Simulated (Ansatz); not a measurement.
AuClF₃P, SMILES `F[P+](F)(F)[Au-][Cl]`. The species carries charge 0 and has multiplicity 1. Correlated methods include outer-core shells of Au, which these sets cover unevenly. Au takes the def2 core potential.

```csv
atom,x (Å),y (Å),z (Å)
F1,-1.393,-0.764,1.209
P2,-0.160,0.023,0.718
F3,0.899,-0.500,1.712
F4,-0.457,1.399,1.350
Au5,0.312,-0.044,-1.400
Cl6,0.798,-0.113,-3.589
```

(1) Give the diagnostics of a CCSD(T)/def2-TZVPP run (frozen core, Ansatz). (An estimate is asked.)

## Answers

(1) The calculation gave: T1 = 0.0145, largest single amplitude 0.031, largest double 0.028, (T) share of the correlation energy 3.5 %, 9 CCSD cycles. The RHF solution is stable towards an unrestricted one. T1 lies under the customary mark of 0.02 for closed shells.
